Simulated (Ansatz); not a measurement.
Species: GaCl, net charge 0, singlet state. 
Geometry from a B3LYP-D3(BJ)/def2-TZVP (Ansatz, a first-principles code) optimisation:
```
Ga
Cl 1 2.2389
```
Charge 0, spin multiplicity 1.

Basis-set convergence of Hartree-Fock and MP2 correlation energies (hartree) with Ansatz. Cores are frozen in the correlated levels unless marked. No spin-orbit coupling. Frozen are the shells of the preceding noble gas and the d and f shells that filled before the atom's block. Non-relativistic.

```json
[
 {"basis": "def2-SVP", "functions": "50", "E(HF)": "-2382.42593", "E(corr, MP2)": "-0.17522"},
 {"basis": "def2-TZVPP", "functions": "90", "E(HF)": "-2382.83361", "E(corr, MP2)": "-0.23999"},
 {"basis": "def2-QZVPP", "functions": "159", "E(HF)": "-2382.88619", "E(corr, MP2)": "-0.26339"}
]
```

Extrapolating the two largest sets (X = 3 and 4) as X^-3: E(corr) = (64·(-0.26339) - 27·(-0.23999))/37 = -0.2805 Eh, an estimate of the basis-set limit. The largest set recovers 93.9 % of it, the smallest 62.5 %.
